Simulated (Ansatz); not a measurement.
Molecular dynamics of H6C2O

Input file:

```yaml
accuracy: low
crystal:
  lattice:
    - [7.041925, 0.0, 0.0]
    - [0.0, 7.041925, 0.0]
    - [0.0, 0.0, 7.041925]
  atoms:
    - { symbol: C, position: [0.59852704, 0.02152704, 0.89006043] }
    - { symbol: C, position: [0.60139773, 0.14723231, 1.0663394] }
    - { symbol: O, position: [0.42681498, 0.25087795, 1.07629688] }
    - { symbol: H, position: [0.43701211, 0.34783683, 1.17627625] }
    - { symbol: H, position: [0.62037045, 0.05848244, 1.19499529] }
    - { symbol: H, position: [0.72401009, 0.24536607, 1.05876019] }
    - { symbol: H, position: [0.7276971, -0.06556689, 0.88308137] }
    - { symbol: H, position: [0.47515428, -0.07402751, 0.8915] }
    - { symbol: H, position: [0.59099351, 0.10806272, 0.75999254] }
    - { symbol: C, position: [0.72279486, 0.49678999, 0.50370502] }
    - { symbol: C, position: [0.54937447, 0.62337869, 0.50638856] }
    - { symbol: O, position: [0.42503847, 0.56748644, 0.35340647] }
    - { symbol: H, position: [0.31949233, 0.65741755, 0.35181456] }
    - { symbol: H, position: [0.47384036, 0.61093087, 0.64281858] }
    - { symbol: H, position: [0.59153518, 0.77321052, 0.48808282] }
    - { symbol: H, position: [0.82266618, 0.54036845, 0.61504665] }
    - { symbol: H, position: [0.68382569, 0.34759788, 0.52827969] }
    - { symbol: H, position: [0.79559439, 0.50699555, 0.3663107] }
    - { symbol: C, position: [0.12933202, 0.19694225, 0.64114457] }
    - { symbol: C, position: [0.11461775, 0.08105662, 0.45984246] }
    - { symbol: O, position: [0.08382963, -0.11633629, 0.50476741] }
    - { symbol: H, position: [0.05740334, -0.17389677, 0.37954275] }
    - { symbol: H, position: [-0.00505307, 0.1341783, 0.37319997] }
    - { symbol: H, position: [0.24554171, 0.09847134, 0.37457986] }
    - { symbol: H, position: [0.15089649, 0.34747334, 0.6049074] }
    - { symbol: H, position: [-0.00234924, 0.18315093, 0.72437149] }
    - { symbol: H, position: [0.24958802, 0.15182178, 0.72993741] }
    - { symbol: C, position: [0.02528378, 0.52763274, 0.01008926] }
    - { symbol: C, position: [0.1382168, 0.70666241, -0.02586014] }
    - { symbol: O, position: [0.08709562, 0.84331808, 0.11892383] }
    - { symbol: H, position: [0.15578649, 0.96106568, 0.09440384] }
    - { symbol: H, position: [0.29164545, 0.67526042, -0.01653615] }
    - { symbol: H, position: [0.10829671, 0.76696105, -0.16765088] }
    - { symbol: H, position: [0.06970243, 0.41631947, -0.08906164] }
    - { symbol: H, position: [0.05142762, 0.47380155, 0.1542811] }
    - { symbol: H, position: [-0.1281072, 0.55297222, -0.00662336] }
basis:
  ecutwfc: 420.0
kpoints:
  mp_grid: { grid: [1, 1, 1] }
hamiltonian:
  xc: pbe
  dispersion: d3bj
scf:
  occupations: { method: fermi_dirac, width: 0.02 }
  lower_state_search: "off"
md:
  timestep: 0.5
  n_steps: 300
  ensemble: nvt_langevin
  temperature: 400.0
  initial_velocities: maxwell_boltzmann
  seed: 459768
  friction: 0.02
```

Run as:

```bash
$ ansatz run input.yaml --threads 1 --pin off --max-ram 3072MiB --backend cpu --events-out ev --progress --plain --runs-dir out
```

It starts from a partly relaxed structure (largest force component 0.29 eV/Å).

Output, in part (step lines):

```
md step     0: t =     0.00 fs  T =   388.9 K  F+E_penalty+E_count = -4663.26182491 eV  E_kin = 1.809640 eV  (8 SCF iters)
md step     1: t =     0.50 fs  T =   391.5 K  F+E_penalty+E_count = -4663.22334430 eV  E_kin = 1.821720 eV  (8 SCF iters)
md step     2: t =     1.00 fs  T =   359.6 K  F+E_penalty+E_count = -4663.12563547 eV  E_kin = 1.673322 eV  (8 SCF iters)
md step     3: t =     1.50 fs  T =   335.4 K  F+E_penalty+E_count = -4662.99545770 eV  E_kin = 1.560945 eV  (8 SCF iters)
md step     4: t =     2.00 fs  T =   307.9 K  F+E_penalty+E_count = -4662.86578995 eV  E_kin = 1.432971 eV  (8 SCF iters)
md step     5: t =     2.50 fs  T =   275.9 K  F+E_penalty+E_count = -4662.76528520 eV  E_kin = 1.283855 eV  (6 SCF iters)
md step     6: t =     3.00 fs  T =   253.3 K  F+E_penalty+E_count = -4662.70412792 eV  E_kin = 1.178780 eV  (6 SCF iters)
md step     7: t =     3.50 fs  T =   256.0 K  F+E_penalty+E_count = -4662.67774593 eV  E_kin = 1.191369 eV  (6 SCF iters)
[... lines left out ...]
```

The steps, from the saved trajectory:

| time (fs) | T (K) | potential energy less start (eV) |
| --- | --- | --- |
| 0.0 | 389 | 0.000 |
| 5.0 | 241 | 0.601 |
| 10.0 | 280 | 0.633 |
| 15.0 | 289 | 0.802 |
| 20.0 | 249 | 0.954 |
| 25.0 | 266 | 0.948 |
| 30.0 | 232 | 1.161 |
| 35.0 | 268 | 1.037 |
| 40.0 | 284 | 1.083 |
| 45.0 | 339 | 0.968 |
| 50.0 | 310 | 1.155 |
| 55.0 | 327 | 1.142 |
| 60.0 | 308 | 1.179 |
| 65.0 | 285 | 1.240 |
| 70.0 | 349 | 0.903 |
| 75.0 | 364 | 1.034 |
| 80.0 | 337 | 1.207 |
| 85.0 | 343 | 1.107 |
| 90.0 | 319 | 1.174 |
| 95.0 | 333 | 1.109 |
| 100.0 | 352 | 0.999 |
| 105.0 | 312 | 1.369 |
| 110.0 | 367 | 1.083 |
| 115.0 | 370 | 1.135 |
| 120.0 | 356 | 1.028 |
| 125.0 | 259 | 1.264 |
| 130.0 | 335 | 1.222 |
| 135.0 | 311 | 1.244 |
| 140.0 | 324 | 1.413 |
| 145.0 | 323 | 1.150 |
| 150.0 | 323 | 1.080 |

The run went to its last step. The mean temperature of the second half is 17 % below the set value. A run of 0.15 ps of so small a system gives no equilibrium averages. Limits of this set-up: coarse k mesh, low accuracy level.

Mean squared displacements from the first frame to the last, about the centre of mass: C 0.29 Å², O 0.31 Å², H 0.54 Å².

Last frame:

```xyz
36
Lattice="7.0419 0.0000 0.0000 0.0000 7.0419 0.0000 0.0000 0.0000 7.0419" Properties=species:S:1:pos:R:3
C 4.317 -0.412 6.989
C 4.094 0.782 7.885
O 2.936 1.513 7.588
H 3.061 2.399 8.085
H 4.043 0.495 8.972
H 5.061 1.381 7.732
H 5.278 -0.934 7.263
H 3.570 -1.208 7.029
H 4.478 -0.027 5.947
C 4.892 3.496 3.122
C 3.724 4.404 2.854
O 2.999 4.011 1.714
H 2.363 4.674 1.433
H 3.083 4.376 3.756
H 4.067 5.466 2.770
H 5.435 3.945 3.978
H 4.508 2.539 3.446
H 5.502 3.390 2.170
C 1.253 1.170 4.833
C 0.951 0.726 3.420
O 0.152 -0.554 3.598
H 0.285 -0.916 2.722
H 0.298 1.464 2.901
H 1.819 0.611 2.821
H 1.587 2.198 5.124
H 0.259 1.115 5.275
H 1.918 0.485 5.372
C 0.107 3.598 -0.019
C 0.600 5.034 -0.332
O 1.166 5.712 0.847
H 1.340 6.683 0.648
H 1.447 5.006 -1.127
H -0.199 5.636 -0.824
H -0.032 3.067 -0.936
H 0.832 3.142 0.696
H -0.934 3.523 0.458
```

The run took 6 min on 1 thread of Intel(R) Xeon(R) Platinum 8488C (Sapphire Rapids) (shared host), peak memory 0.47 GiB.
